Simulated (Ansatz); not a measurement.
Mulliken charges of CH₃BF₂O (`OB(F)CF`) from B3LYP/def2-TZVPP in Ansatz (PBE0-D4/def2-TZVP geometry).

```json
{"atom": "O1", "x (Å)": "-0.898", "y (Å)": "0.576", "z (Å)": "1.322", "charge (e)": "-0.248"}
{"atom": "B2", "x (Å)": "0.138", "y (Å)": "-0.089", "z (Å)": "0.786", "charge (e)": "0.335"}
{"atom": "F3", "x (Å)": "1.018", "y (Å)": "-0.655", "z (Å)": "1.603", "charge (e)": "-0.260"}
{"atom": "C4", "x (Å)": "0.345", "y (Å)": "-0.220", "z (Å)": "-0.773", "charge (e)": "0.033"}
{"atom": "F5", "x (Å)": "-0.684", "y (Å)": "0.440", "z (Å)": "-1.446", "charge (e)": "-0.271"}
{"atom": "H6", "x (Å)": "-1.469", "y (Å)": "0.944", "z (Å)": "0.640", "charge (e)": "0.212"}
{"atom": "H7", "x (Å)": "1.297", "y (Å)": "0.216", "z (Å)": "-1.093", "charge (e)": "0.099"}
{"atom": "H8", "x (Å)": "0.346", "y (Å)": "-1.268", "z (Å)": "-1.094", "charge (e)": "0.100"}
```

By hand: the dipole of these point charges (1 e Å = 4.8032 D).

Σ q r = (0.053, -0.034, -0.197) e Å, of length 0.207 e Å = 0.99 D.

How does the dipole of the full density compare? (Estimate.)

Ansatz gave: (0.016, -0.010, -0.264) e Å, 1.27 D; the point charges give 0.78 times that, at 14° from its direction.

Point charges leave out the atoms' own dipoles, such as those of lone pairs, and Mulliken's split depends on the basis, so the two needn't agree.

B3LYP here is the variant with VWN-RPA as its local correlation; programs differ in this.
